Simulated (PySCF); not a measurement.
Working out the ionisation energy of Xe+

Xe+ [Kr] 4d10 5s2 5p5 (2P) → Xe(2+) [Kr] 4d10 5s2 5p4 (3P). Calculation: PySCF 2.14, in aug-cc-pVTZ-DK3 (8s7p5d2f, 68 functions); the spin-free X2C one-electron Hamiltonian (Gaussian nucleus). Frozen: [Kr] 4d10. Energies in hartree (1 hartree = 27.21139 eV):

| part | Xe+ (lower) | Xe(2+) (upper) |
| --- | --- | --- |
| UHF | -7442.743403 | -7442.005864 |
| MP2 opposite-spin | -0.091842 | -0.071068 |
| MP2 same-spin | -0.026333 | -0.020200 |

Problem. What does Hartree-Fock give?

Solution. (-7442.005864) − (-7442.743403) = 0.737539 hartree = 20.069 eV.

Problem. What do MP2 and SCS-MP2 (6/5 opposite-spin, 1/3 same-spin) give?

Solution. The opposite-spin parts differ by 0.565 eV and the same-spin parts by 0.167 eV. MP2: 20.069 + (0.565) + (0.167) = 20.801 eV. SCS-MP2: 20.069 + 1.2 × (0.565) + (0.167)/3 = 20.803 eV.

A first-order spin-orbit estimate adds -0.043 eV to MP2 (valence), giving 20.758 eV against 20.975 eV (semi-empirical (NIST evaluation); NIST Atomic Spectra Database, ionization energies).

What remains against the reference includes basis incompleteness, the frozen core and correlation beyond second order.
